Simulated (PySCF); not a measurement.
gallium atom (Ga), doublet; PySCF with B3LYP/def2-SVP.

Here is a job for PySCF.
```python
from pyscf import gto, scf, dft

mol = gto.Mole()
mol.atom = '''
    Ga    0.000000    0.000000    0.000000
'''
mol.basis = 'def2-svp'
mol.charge = 0
mol.spin = 1
mol.verbose = 4
mol.build()

mf = dft.UKS(mol)
mf.xc = 'b3lyp'
mf.kernel()
```

Output, abridged:

```
PySCF version 2.14.0

[INPUT] verbose = 4
[INPUT] num. atoms = 1
[INPUT] num. electrons = 31
[INPUT] charge = 0
[INPUT] spin (= nelec alpha-beta = 2S) = 1
[INPUT] symmetry False subgroup None
[INPUT] Mole.unit = angstrom
[INPUT] Symbol           X                Y                Z      unit          X                Y                Z       unit  Magmom
[INPUT]  1 Ga     0.000000000000   0.000000000000   0.000000000000 AA    0.000000000000   0.000000000000   0.000000000000 Bohr   0.0

nuclear repulsion = 0
number of shells = 12
number of NR pGTOs = 74
number of NR cGTOs = 32
basis = def2-svp
ecp = {}

******** <class 'pyscf.dft.uks.UKS'> ********
method = UKS
initial guess = minao
damping factor = 0
level_shift factor = 0
DIIS = <class 'pyscf.scf.diis.CDIIS'>
diis_start_cycle = 1
diis_space = 8
diis_damp = 0
SCF conv_tol = 1e-09
SCF conv_tol_grad = None
SCF max_cycles = 50
direct_scf = True
direct_scf_tol = 1e-13
number electrons alpha = 16  beta = 15
XC library pyscf.dft.libxc version 7.1.2
    S. Lehtola, C. Steigemann, M. J. T. Oliveira, and M. A. L. Marques,  SoftwareX 7, 1–5 (2018)
XC functionals = b3lyp
    P. J. Stephens, F. J. Devlin, C. F. Chabalowski, and M. J. Frisch,  J. Phys. Chem. 98, 11623 (1994)
radial grids:
    Treutler-Ahlrichs [JCP 102, 346 (1995); DOI:10.1063/1.469408] (M4) radial grids

becke partition: Becke, JCP 88, 2547 (1988); DOI:10.1063/1.454033
pruning grids: <function nwchem_prune>
grids dens level: 3
symmetrized grids: False
atomic radii adjust function: <function treutler_atomic_radii_adjust>
small_rho_cutoff = 0
Set gradient conv threshold to 3.16228e-05
tot grids = 20904
init E= -1924.05285721069

cycle= 1 E= -1924.59938284122  delta_E= -0.547  |g|= 0.252  |ddm|= 0.722
cycle= 2 E= -1924.59391608824  delta_E= 0.00547  |g|= 0.31  |ddm|= 0.339
cycle= 3 E= -1924.61348346056  delta_E= -0.0196  |g|= 0.00327  |ddm|= 0.161
cycle= 4 E= -1924.61349768785  delta_E= -1.42e-05  |g|= 0.00126  |ddm|= 0.0149
cycle= 5 E= -1924.61349845939  delta_E= -7.72e-07  |g|= 0.000142  |ddm|= 0.0023
cycle= 6 E= -1924.61349846606  delta_E= -6.67e-09  |g|= 3.64e-06  |ddm|= 0.000295
cycle= 7 E= -1924.61349846609  delta_E= -3.62e-11  |g|= 9.17e-07  |ddm|= 2.74e-05
Extra cycle  E= -1924.61349846611  delta_E= -1.32e-11  |g|= 9.25e-07  |ddm|= 1.14e-05
converged SCF energy = -1924.61349846611  <S^2> = 0.75195785  2S+1 = 2.0019569
```
